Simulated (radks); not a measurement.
Spherical quantum dot in the effective-mass picture: electrons in a hard-walled sphere of radius 4.03, all in effective atomic units (hartree* = m*/eps^2 hartree, bohr* = eps/m* bohr), one dielectric constant everywhere. Method: non-relativistic Kohn-Sham, LDA (Slater exchange, Perdew-Wang correlation), spin-polarised, spherical densities; computed with a radial shooting solver with Libxc functionals. Levels are named by radial order and angular momentum (1s, 1p, 1d, 2s, ...), and open shells are averaged over m.

N = 21, configuration 1s2 1p6 1d10 1f(up 3, down 0). This is the lowest configuration that the search found. Occupied and some empty levels:

level    occupation  eigenvalue (hartree*)  <r> (bohr*)
1s up             1                 6.8722        2.726
1s down           1                 6.9038        2.714
1p up             3                 7.0314        2.828
1p down           3                 7.0649        2.822
1d up             5                 7.3076        2.916
1d down           5                 7.3426        2.913
1f up             3                 7.6862        2.991
1f down           0                 7.7221        2.989
2s up             0                 7.9823        1.805
2s down           0                 7.9940        1.805
1g up             0                 8.1584        3.054
1g down           0                 8.1949        3.053
2p up             0                 8.5108        2.111
2p down           0                 8.5267        2.109
2d up             0                 9.1401        2.304
2d down           0                 9.1595        2.301

Energy (hartree*): total 84.4154, kinetic 22.333, external 0, Hartree 70.569, exchange-correlation -8.4862.
